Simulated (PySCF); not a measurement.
Compound: phthalan, C8H8O.
Bonds: C1–C2 (aromatic), C2–C3 (aromatic), C3–C4 (aromatic), C4–C5 (aromatic), C5–C6 (aromatic), C5–C7, C7–O8, O8–C9, C1–C6 (aromatic), C4–C9. Hydrogens: H10 on C1; H11 on C2; H12 on C3; H13 on C6; H14, H15 on C7; H16, H17 on C9.

The same species was optimised twice, with GFN2-xTB and with PBE0-D3(BJ)/def2-SVP (PySCF), and the same property calculations (PySCF, gas phase) were run on both structures.

| coordinate | GFN2-xTB | PBE0-D3(BJ)/def2-SVP | change |
| --- | --- | --- | --- |
| O8–C9 (Å) | 1.422 | 1.410 | -0.012 |
| C7–O8 (Å) | 1.422 | 1.410 | -0.012 |
| C3–C4 (Å) | 1.380 | 1.391 | +0.011 |
| C5–C6 (Å) | 1.380 | 1.391 | +0.011 |
| C1–C2 (Å) | 1.386 | 1.397 | +0.011 |
| C1–C6 (Å) | 1.388 | 1.396 | +0.008 |
| C2–C3 (Å) | 1.388 | 1.396 | +0.008 |
| C5–C7 (Å) | 1.496 | 1.501 | +0.005 |
| C4–C9 (Å) | 1.497 | 1.501 | +0.004 |
| C4–C5 (Å) | 1.389 | 1.393 | +0.004 |
| C7–O8–C9 (°) | 110.6 | 111.2 | +0.6 |
| C5–C7–O8 (°) | 105.9 | 105.3 | -0.6 |
| C4–C9–O8 (°) | 105.9 | 105.3 | -0.6 |
| C6–C5–C7 (°) | 130.5 | 131.1 | +0.6 |
| C1–C6–C5 (°) | 118.2 | 118.6 | +0.4 |
| C3–C4–C9 (°) | 130.6 | 131.0 | +0.4 |
| C5–C4–C9 (°) | 108.5 | 108.1 | -0.4 |
| C2–C3–C4 (°) | 118.2 | 118.5 | +0.3 |

Rotational constants: A = 3754, B = 1519, C = 1097 MHz (GFN2-xTB) against A = 3730, B = 1506, C = 1089 MHz (PBE0-D3(BJ)/def2-SVP).

On the GFN2-xTB structure: lowest singlet, TDDFT (eV) 5.10 [B3LYP/def2-SVPD]; isotropic polarisability (au) 91.6 [B3LYP/def2-SVPD]; HOMO (eV) -6.60 [B3LYP/def2-SVPD]; LUMO (eV) -0.67 [B3LYP/def2-SVPD]; dipole (D) 1.51 [B3LYP/def2-SVPD]; HOMO (eV) -6.76 [PBE0/pcSseg-1]; LUMO (eV) -0.43 [PBE0/pcSseg-1]; dipole (D) 1.55 [PBE0/pcSseg-1]; GIAO shielding of C1/C2 (mean) (ppm) 54.4 [PBE0/pcSseg-1]; GIAO shielding of C3/C6 (mean) (ppm) 60.8 [PBE0/pcSseg-1]; GIAO shielding of C4/C5 (mean) (ppm) 40.6 [PBE0/pcSseg-1]; GIAO shielding of C7/C9 (mean) (ppm) 107.6 [PBE0/pcSseg-1]; GIAO shielding of O8 (ppm) 310.6 [PBE0/pcSseg-1].

Task: What do these properties become on the PBE0-D3(BJ)/def2-SVP structure?

Result: 
| property | level | on GFN2-xTB | on PBE0-D3(BJ)/def2-SVP | change |
| --- | --- | --- | --- | --- |
| lowest singlet, TDDFT (eV) | B3LYP/def2-SVPD | 5.10 | 5.07 | -0.03 |
| isotropic polarisability (au) | B3LYP/def2-SVPD | 91.6 | 93.1 | +1.5 |
| HOMO (eV) | B3LYP/def2-SVPD | -6.60 | -6.62 | -0.02 |
| LUMO (eV) | B3LYP/def2-SVPD | -0.67 | -0.71 | -0.04 |
| dipole (D) | B3LYP/def2-SVPD | 1.51 | 1.43 | -0.08 |
| energy, GFN2-xTB geometry as zero (kcal/mol) | B3LYP/def2-SVPD | 0.0 | -0.8 | -0.8 |
| HOMO (eV) | PBE0/pcSseg-1 | -6.76 | -6.79 | -0.03 |
| LUMO (eV) | PBE0/pcSseg-1 | -0.43 | -0.47 | -0.04 |
| dipole (D) | PBE0/pcSseg-1 | 1.55 | 1.47 | -0.08 |
| energy, GFN2-xTB geometry as zero (kcal/mol) | PBE0/pcSseg-1 | 0.0 | -0.1 | -0.1 |
| GIAO shielding of C1/C2 (mean) (ppm) | PBE0/pcSseg-1 | 54.4 | 51.7 | -2.7 |
| GIAO shielding of C3/C6 (mean) (ppm) | PBE0/pcSseg-1 | 60.8 | 58.3 | -2.5 |
| GIAO shielding of C4/C5 (mean) (ppm) | PBE0/pcSseg-1 | 40.6 | 38.9 | -1.7 |
| GIAO shielding of C7/C9 (mean) (ppm) | PBE0/pcSseg-1 | 107.6 | 108.0 | +0.4 |
| GIAO shielding of O8 (ppm) | PBE0/pcSseg-1 | 310.6 | 309.6 | -1.0 |

The heavy atoms differ by 0.023 Å rms after alignment. Among bonds between heavy atoms C1–C2, C3–C4, C5–C6, C7–O8 and O8–C9 change most and about equally (-0.012 to +0.011 Å). Changes are differences of the printed values. Neither structure is proved a minimum here.
